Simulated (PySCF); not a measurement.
C₄H₆OSe, SMILES C=C1[C@H]([SeH])CO1. Geometry: PBE-D3(BJ)/def2-SVP. The structure was generated by enumeration; whether it is a known compound was not checked. Other conformers were not sampled.

Computed equilibrium geometry at PBE-D3(BJ)/def2-SVP (PySCF confirms it by a frequency run) as a Z-matrix (one conformer of several):
```
C
H 1 1.1066
C 1 1.5135 2 114.69
C 3 1.3414 1 136.70 2 68.97
O 3 1.3851 4 128.69 1 -178.59
H 4 1.0977 3 119.41 5 -179.31
H 4 1.0986 6 119.70 3 -179.73
C 5 1.4572 3 91.45 4 176.31
H 8 1.1095 5 111.55 3 -114.71
H 8 1.1105 9 110.50 5 124.84
Se 1 1.9701 2 108.68 3 128.35
H 11 1.4881 1 94.61 2 44.93
```
